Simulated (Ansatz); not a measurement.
Mulliken charges of CH3F2Sn, SMILES `[CH3][Sn]([F])[F]` radical from ωB97M-V/def2-TZVPP in Ansatz (PBE0-D4/def2-TZVP geometry).

| atom | x (Å) | y (Å) | z (Å) | charge (e) |
| --- | --- | --- | --- | --- |
| C1 | -0.387 | 0.877 | -0.209 | -0.574 |
| Sn2 | -0.128 | -1.111 | 0.641 | 1.048 |
| F3 | 1.630 | -1.078 | 1.433 | -0.485 |
| F4 | 0.173 | -2.257 | -0.881 | -0.485 |
| H5 | -1.306 | 0.890 | -0.792 | 0.159 |
| H6 | -0.413 | 1.601 | 0.602 | 0.159 |
| H7 | 0.492 | 1.009 | -0.840 | 0.179 |

Q: By hand: the dipole of these point charges (1 e Å = 4.8032 D).

A: Σ q r = (-0.972, 0.526, 0.343) e Å, of length 1.157 e Å = 5.56 D.

Q: How does the dipole of the full density compare? (An estimate is asked.)

A: Computed: (-0.654, 0.532, 0.141) e Å, 4.11 D; the point charges give 1.35 times that, at 13° from its direction.

Point charges leave out the atoms' own dipoles, such as those of lone pairs, and Mulliken's split depends on the basis, so the two needn't agree.
